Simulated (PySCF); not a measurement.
C3H12Si3 (SMILES C1[SiH2]C[SiH2]C[SiH2]1), singlet, at a GFN2-xTB geometry; DF-B3LYP/6-31G (PySCF).

The PySCF input:
```python
from pyscf import gto, scf, dft

mol = gto.M(
    atom='''
C    -0.713552    1.302093   -1.060189
Si    1.082099    1.433380   -0.454087
C     1.782380   -0.317695   -0.225378
Si    0.742199   -1.436770    0.903629
C    -1.042503   -1.475596    0.253788
Si   -1.836815    0.236935    0.041029
H    -0.717104    0.892633   -2.070583
H    -1.137088    2.301729   -1.141498
H     1.891354    2.171990   -1.440481
H     1.129665    2.163567    0.820487
H     1.877677   -0.791304   -1.202710
H     2.793211   -0.248921    0.173064
H     1.302497   -2.800373    0.911680
H     0.764337   -0.921297    2.279773
H    -1.655081   -2.072248    0.927599
H    -1.059082   -1.995063   -0.704567
H    -2.007613    0.877617    1.352643
H    -3.165492    0.099222   -0.582722
''',
    basis='6-31g',
    charge=0,
    spin=0,
    verbose=4,
    max_memory=1800,
)

mf = dft.RKS(mol)
mf.xc = 'b3lyp'
mf = mf.density_fit(auxbasis='def2-universal-jkfit')
mf.kernel()
```

Output, abridged:

```
PySCF version 2.14.0

[INPUT] verbose = 4
[INPUT] num. atoms = 18
[INPUT] num. electrons = 72
[INPUT] charge = 0
[INPUT] spin (= nelec alpha-beta = 2S) = 0
[INPUT] symmetry False subgroup None
[INPUT] Mole.unit = angstrom
[INPUT] Symbol           X                Y                Z      unit          X                Y                Z       unit  Magmom
[INPUT]  1 C     -0.713552000000   1.302093000000  -1.060189000000 AA   -1.348417855636   2.460599158713  -2.003466850277 Bohr   0.0
[INPUT]  2 Si     1.082099000000   1.433380000000  -0.454087000000 AA    2.044870749666   2.708695632429  -0.858100066725 Bohr   0.0
[INPUT]  3 C      1.782380000000  -0.317695000000  -0.225378000000 AA    3.368210049902  -0.600356541144  -0.425902694502 Bohr   0.0
[INPUT]  4 Si     0.742199000000  -1.436770000000   0.903629000000 AA    1.402552839926  -2.715101803991   1.707611328215 Bohr   0.0
[INPUT]  5 C     -1.042503000000  -1.475596000000   0.253788000000 AA   -1.970045154037  -2.788472310504   0.479589813701 Bohr   0.0
[INPUT]  6 Si    -1.836815000000   0.236935000000   0.041029000000 AA   -3.471077291493   0.447742259324   0.077533573165 Bohr   0.0
[INPUT]  7 H     -0.717104000000   0.892633000000  -2.070583000000 AA   -1.355130162830   1.686831899749  -3.912834788180 Bohr   0.0
[INPUT]  8 H     -1.137088000000   2.301729000000  -1.141498000000 AA   -2.148784899529   4.349637422969  -2.157118591739 Bohr   0.0
[INPUT]  9 H      1.891354000000   2.171990000000  -1.440481000000 AA    3.574141064601   4.104466245294  -2.722114577640 Bohr   0.0
[INPUT] 10 H      1.129665000000   2.163567000000   0.820487000000 AA    2.134757462507   4.088549082147   1.550495718766 Bohr   0.0
[INPUT] 11 H      1.877677000000  -0.791304000000  -1.202710000000 AA    3.548295280395  -1.495347841273  -2.272792507276 Bohr   0.0
[INPUT] 12 H      2.793211000000  -0.248921000000   0.173064000000 AA    5.278403798123  -0.470392516653   0.327043562022 Bohr   0.0
[INPUT] 13 H      1.302497000000  -2.800373000000   0.911680000000 AA    2.461362608068  -5.291938016627   1.722825513243 Bohr   0.0
[INPUT] 14 H      0.764337000000  -0.921297000000   2.279773000000 AA    1.444387596872  -1.740999009383   4.308146596178 Bohr   0.0
[INPUT] 15 H     -1.655081000000  -2.072248000000   0.927599000000 AA   -3.127649803971  -3.915981182178   1.752908063420 Bohr   0.0
[INPUT] 16 H     -1.059082000000  -1.995063000000  -0.704567000000 AA   -2.001374923457  -3.770122671253  -1.331438666406 Bohr   0.0
[INPUT] 17 H     -2.007613000000   0.877617000000   1.352643000000 AA   -3.793838734116   1.658455772262   2.556124814310 Bohr   0.0
[INPUT] 18 H     -3.165492000000   0.099222000000  -0.582722000000 AA   -5.981912929502   0.187502405532  -1.101184986759 Bohr   0.0

nuclear repulsion = 446.801854457042
number of shells = 60
number of NR pGTOs = 252
number of NR cGTOs = 90
basis = 6-31g
ecp = {}

******** <class 'pyscf.df.df_jk.DFRKS'> ********
method = DFRKS
initial guess = minao
damping factor = 0
level_shift factor = 0
DIIS = <class 'pyscf.scf.diis.CDIIS'>
diis_start_cycle = 1
diis_space = 8
diis_damp = 0
SCF conv_tol = 1e-09
SCF conv_tol_grad = None
SCF max_cycles = 50
direct_scf = False
XC library pyscf.dft.libxc version 7.1.2
    S. Lehtola, C. Steigemann, M. J. T. Oliveira, and M. A. L. Marques,  SoftwareX 7, 1–5 (2018)
XC functionals = b3lyp
    P. J. Stephens, F. J. Devlin, C. F. Chabalowski, and M. J. Frisch,  J. Phys. Chem. 98, 11623 (1994)
radial grids:
    Treutler-Ahlrichs [JCP 102, 346 (1995); DOI:10.1063/1.469408] (M4) radial grids

becke partition: Becke, JCP 88, 2547 (1988); DOI:10.1063/1.454033
pruning grids: <function nwchem_prune>
grids dens level: 3
symmetrized grids: False
atomic radii adjust function: <function treutler_atomic_radii_adjust>
small_rho_cutoff = 0
Set gradient conv threshold to 3.16228e-05
Initial guess from minao.
tot grids = 217592
******** <class 'pyscf.df.df.DF'> ********
auxbasis = def2-universal-jkfit
init E= -990.165664106148
  HOMO = -0.324259139321298  LUMO = -0.0111662030546296  gap/eV = 8.51969
cycle= 1 E= -989.838584057499  delta_E= 0.327  |g|= 0.599  |ddm|= 3.64
  HOMO = -0.228032856851031  LUMO = 0.0550391977035439  gap/eV = 7.70278
cycle= 2 E= -989.767881280489  delta_E= 0.0707  |g|= 0.761  |ddm|=  1.3
  HOMO = -0.291208920522081  LUMO = 0.0312837175156033  gap/eV = 8.77547
cycle= 3 E= -989.932291484682  delta_E= -0.164  |g|= 0.0467  |ddm|= 0.854
  HOMO = -0.285632058985263  LUMO = 0.0346979010499696  gap/eV = 8.71662
cycle= 4 E= -989.933124530922  delta_E= -0.000833  |g|= 0.00971  |ddm|= 0.107
  HOMO = -0.287104037582278  LUMO = 0.0338559524185069  gap/eV = 8.73377
cycle= 5 E= -989.933163040805  delta_E= -3.85e-05  |g|= 0.00123  |ddm|= 0.0198
  HOMO = -0.286965889892589  LUMO = 0.0339868725120661  gap/eV = 8.73357
cycle= 6 E= -989.933163688719  delta_E= -6.48e-07  |g|= 0.000239  |ddm|= 0.00308
  HOMO = -0.286963285271365  LUMO = 0.033980635142578  gap/eV = 8.73333
cycle= 7 E= -989.933163715521  delta_E= -2.68e-08  |g|= 2.74e-05  |ddm|= 0.000643
  HOMO = -0.286964307614911  LUMO = 0.0339817601773278  gap/eV = 8.73339
cycle= 8 E= -989.93316371588  delta_E= -3.59e-10  |g|= 2.66e-06  |ddm|= 6.71e-05
  HOMO = -0.28696434462481  LUMO = 0.0339815651486396  gap/eV = 8.73338
Extra cycle  E= -989.933163715893  delta_E= -1.3e-11  |g|= 1.51e-06  |ddm|= 7.73e-06
converged SCF energy = -989.933163715893
```
